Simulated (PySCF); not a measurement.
# How methods differ on the excitation energy of W⁺

W⁺ [Xe] 4f14 5d4 6s1 (6D) → W⁺ [Xe] 4f14 5d4 6p1 (high-spin determinant), as a difference of total energies. All numbers are calculated (PySCF 2.14, scalar relativity through the core potential, in aug-cc-pwCVDZ-PP with ECP60MDF). Correlated levels: valence: 5s2 5p6 frozen; valence and next inner shell: nothing frozen outside the core potential. The calculations carry no spin-orbit coupling.

| method | excitation energy (eV) |
| --- | --- |
| UHF | 5.236 |
| LDA | 5.534 |
| PBE | 5.401 |
| PBE0 | 5.396 |
| r2SCAN | 5.602 |
| M06 | 5.297 |
| BHandHLYP | 5.341 |
| revPBE | 5.376 |
| LC-wPBE | 5.380 |
| MP2 (valence) | 5.384 |
| SCS-MP2 (valence) | 5.286 |
| MP2 (valence and next inner shell) | 5.619 |
| SCS-MP2 (valence and next inner shell) | 5.495 |

Task: How much does correlation contribute at MP2 (valence and next inner shell)?

Result: 5.619 − (5.236) = 0.383 eV, measured against UHF.

The determinant of the upper state mixes LS terms, which raises its energy above the lowest term, most at the Hartree-Fock and MP2 levels.
